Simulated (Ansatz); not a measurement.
C2H3AlClF, SMILES `C=[C](Cl)[AlH][F]`, 8 atoms. The species carries charge 0 and has multiplicity 1. All runs use 2 threads of an Arm Neoverse V1 on a shared host. Correlated methods freeze the cores.

(1) How many basis functions does each run have, and how long does it take in Ansatz? RHF-CCSD(T)/def2-SVP energy; RKS PBE-D4/def2-TZVPP energy and forces; RKS PBE0-D4/def2-SVP energy; RHF-CCSD(T)/def2-TZVPP energy; RKS ωB97M-V/def2-QZVPP energy; RKS ωB97M-V/def2-SVP energy; RHF-MP2/def2-QZVPP energy; direct RPA on PBE orbitals/def2-TZVPP energy; RKS BLYP-D4/def2-TZVPP energy; RKS PBE-QIDH (frozen core)/def2-TZVPP energy; RKS SPW92 (LDA)/def2-TZVPP energy; RKS PBE0-D4/def2-QZVPP energy. (Best estimate.)

Answers

(1) Ansatz gave: Other jobs shared the machine, so times are rough.

| level | job | functions | wall time | peak host memory (GiB) |
| --- | --- | --- | --- | --- |
| RKS SPW92 (LDA)/def2-TZVPP | energy | 219 | 1.9 s | 0.26 |
| RKS PBE0-D4/def2-SVP | energy | 93 | 1.9 s | 0.41 |
| RKS BLYP-D4/def2-TZVPP | energy | 219 | 3.5 s | 0.26 |
| RKS PBE-D4/def2-TZVPP | energy and forces | 219 | 3.8 s | 0.26 |
| RHF-CCSD(T)/def2-SVP | energy | 93 | 4.9 s | 0.41 |
| direct RPA on PBE orbitals/def2-TZVPP | energy | 219 | 8.5 s | 0.46 |
| RKS PBE-QIDH (frozen core)/def2-TZVPP | energy | 219 | 8.5 s | 0.5 |
| RKS ωB97M-V/def2-SVP | energy | 93 | 8.5 s | 0.41 |
| RKS PBE0-D4/def2-QZVPP | energy | 401 | 14 s | 1.1 |
| RHF-MP2/def2-QZVPP | energy | 401 | 33 s | 1.8 |
| RKS ωB97M-V/def2-QZVPP | energy | 401 | 33 s | 1.4 |
| RHF-CCSD(T)/def2-TZVPP | energy | 219 | 2.5 min | 3.2 |
